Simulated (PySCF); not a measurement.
PySCF was given this input:
```python
from pyscf import gto, scf, dft

mol = gto.M(
    atom='''
Sb    0.377501   -0.020336    0.458054
Cl    0.770668    0.353973   -1.774531
Cl   -1.903172   -0.292964    0.400369
''',
    basis='lanl2dz',
    ecp={'Cl': 'lanl2dz', 'Sb': 'lanl2dz'},
    charge=1,
    spin=0,
    verbose=4,
)

mf = dft.RKS(mol)
mf.xc = 'tpss'
mf = mf.density_fit(auxbasis='def2-universal-jkfit')
mf.kernel()
```

Task: Predict the number of basis functions from DF-TPSS/LANL2DZ in PySCF.

Result: 24

Task: Give the total energy at the level DF-TPSS/LANL2DZ.

Result: -35.0114 Eh

Task: What HOMO energy does DF-TPSS/LANL2DZ give?

Result: -14.18 eV

Task: Give the Mulliken (on the basis functions themselves) charges in atom order at the level DF-TPSS/LANL2DZ.

Result: Sb1 1.14, Cl2 -0.07, Cl3 -0.07

Task: What HOMO-LUMO gap does DF-TPSS/LANL2DZ give?

Result: 2.59 eV

Task: Give the nuclear repulsion energy at the level DF-TPSS/LANL2DZ.

Result: 23.5159 Eh
